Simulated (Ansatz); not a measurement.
Species: C$_{3}$H$_{2}$F$_{3}$, charge 0, multiplicity 2. It need not be the lowest isomer of its formula. 
Coordinates optimised at B3LYP-D3(BJ)/def2-TZVP (Ansatz, an electronic-structure program):
```xyz
8

F      2.6351     0.2689     0.1448
C      1.4143    -0.2910     0.2132
C      0.3158     0.4721    -0.1195
C     -0.9717     0.0287    -0.0932
F     -2.0194     0.7677    -0.4139
F     -1.3311    -1.1963     0.2567
H      1.4193    -1.3207     0.5339
H      0.4679     1.4985    -0.4256
```
Charge 0, spin multiplicity 2.

Total electronic energies in hartree. Valence correlation only, unless marked. Open shells are spin-unrestricted. No spin-orbit coupling. Non-relativistic unless marked X2C. Basis-set limits of correlation are two-point, X^-3; Hartree-Fock from the larger set. [CCSD(T)-MP2]/basis is that difference in the basis named.

The UHF reference is spin-contaminated (<S^2> 0.19 over the pure value in the largest basis). 

```
level                                                     program  energy (Eh)
-------------------------------------------------  --------------  -----------
HF/cc-pwCVTZ                                               Ansatz   -413.17496
SVWN5/def2-TZVPD                                           Ansatz   -412.21615
PBE-D3(BJ)/def2-TZVPD                              Ansatz + dftd3   -414.73471
BLYP-D4/def2-TZVPD                                 Ansatz + dftd4   -415.10429
BLYP/def2-TZVPD                                            Ansatz   -415.09356
r2SCAN-D3(BJ)/def2-TZVPD                           Ansatz + dftd3   -414.96825
PBE0/6-31G*                                                Ansatz   -414.54185
PBE0/def2-SVP                                              Ansatz   -414.23596
r2SCANh/def2-TZVPD                                         Ansatz   -414.94351
r2SCAN0-D4/def2-TZVPD                              Ansatz + dftd4   -414.91142
CAM-B3LYP/def2-TZVPD                                       Ansatz   -415.02509
B2GP-PLYP-D3(BJ)/def2-TZVPD                        Ansatz + dftd3   -414.81844
B2GP-PLYP/def2-TZVPD                                       Ansatz   -414.81579
RPA@PBE/cc-pVQZ                                            Ansatz   -415.13661
MP2/cc-pVDZ                                                Ansatz   -413.94396
MP2/CBS(cc-pVTZ,cc-pVQZ)                                   Ansatz    -414.5558
RI-MP2/cc-pVTZ                                             Ansatz   -414.35090
SCS-MP2/STO-3G                                             Ansatz   -407.61265
CCSD/STO-3G                                                Ansatz   -407.66776
CCSD/6-31G                                                 Ansatz   -413.50094
X2C-CCSD(T)/cc-pVTZ-DK                                     Ansatz   -414.72798
RI-MP2/CBS(cc-pVTZ,cc-pVQZ)+[CCSD(T)-MP2]/cc-pVQZ          Ansatz    -414.6245
CCSD(T)/CBS(cc-pVTZ,cc-pVQZ)                               Ansatz    -414.6225
```

Totals of different functionals don't rank their quality; only differences between species are comparable.
